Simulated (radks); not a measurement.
The mean radii <r> (bohr) of the occupied orbitals of an atom or ion are listed with their occupations. Method: Dirac Kohn-Sham, PBE, spin-unpolarised, spherical densities, finite nucleus; Fermi nuclear charge, rms radius of each element as measured or else 0.836 A^(1/3) + 0.57 fm; computed with a radial shooting solver on a logarithmic mesh with Libxc functionals.

| orbital | occ. | <r> |
|---|---|---|
| 1s1/2 | 2 | 0.01804 |
| 2s1/2 | 2 | 0.07559 |
| 2p1/2 | 2 | 0.06246 |
| 2p3/2 | 4 | 0.07054 |
| 3s1/2 | 2 | 0.1969 |
| 3p1/2 | 2 | 0.1870 |
| 3p3/2 | 4 | 0.2019 |
| 3d3/2 | 4 | 0.1765 |
| 3d5/2 | 6 | 0.1811 |
| 4s1/2 | 2 | 0.4405 |
| 4p1/2 | 2 | 0.4450 |
| 4p3/2 | 4 | 0.4784 |
| 4d3/2 | 4 | 0.4934 |
| 4d5/2 | 6 | 0.5047 |
| 5s1/2 | 2 | 1.031 |
| 5p1/2 | 2 | 1.127 |
| 4f5/2 | 6 | 0.5741 |
| 5p3/2 | 3 | 1.225 |
| 4f7/2 | 8 | 0.5827 |
| 5d3/2 | 4 | 1.719 |
| 5d5/2 | 1 | 1.778 |
| 6s1/2 | 2 | 2.761 |

Name the element and its charge.

Answer. Z = 75, rhenium, charge +1: Re+ in [Kr] 4d10 4f14 5s2 5p(1/2: 2, 3/2: 3) 5d5 6s2. The 1s radius gives Z: for a bare nucleus <r> = (2 gamma + 1)/(2Z) with gamma = sqrt(1 - (Z/c)^2), 0.01783 bohr for Z = 75, and screening makes it slightly larger (0.01804 here). The occupations add up to 74, and the charge is Z minus that.
